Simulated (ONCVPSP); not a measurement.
# Building the ONCV potential for Cu (Z = 29) (PBE, scalar-relativistic).

- Element: Cu
- Generator: ONCVPSP 4.0.1
- Type: optimised norm-conserving Vanderbilt (ONCV)
- Functional: PBE
- Relativity: scalar-relativistic
- Frozen core: [Ar]
- Valence charge: 11
- Reference configuration: 3d10 4s1
- Partial waves: 4s: rc 1.85 bohr, ncon 4, nbas 8, qcut 3.1 1/bohr, 3 projectors, debl 1.8 Ha; p scattering state at 0.31 Ha: rc 1.95 bohr, ncon 4, nbas 7, qcut 3.8 1/bohr, 3 projectors, debl 1.8 Ha; 3d: rc 1.05 bohr, ncon 3, nbas 7, qcut 16.2 1/bohr, 2 projectors, debl 0.9 Ha
- Local potential: polynomial inside 0.70 bohr (lpopt 5, dvloc0 0 Ha)
- Core correction: polynomial model core, fcfact 0.2

What the tests gave:

* Cutoffs needed: 94 Ha and 107 Ha (the cutoffs (Ha) at which the residual kinetic energy of the hardest occupied pseudo-wave falls to 1 and 0.1 mHa per electron)
* Ghost test: ghosts flagged at negative energy: s at -16.3 eV, p at -48.6 eV; GHOST(+) flagged for p at 52.0 eV, s at 236.6 eV; a true bound ghost makes a file unfit for plane-wave use
* Configuration tests: 2 of 4 tests not solved or not reliable
* rms error of d²Exc/dni dnj: 7.67 mHa without and 4.52 mHa with the model core

Generation and tests took about 3 s on one core of a shared server CPU.
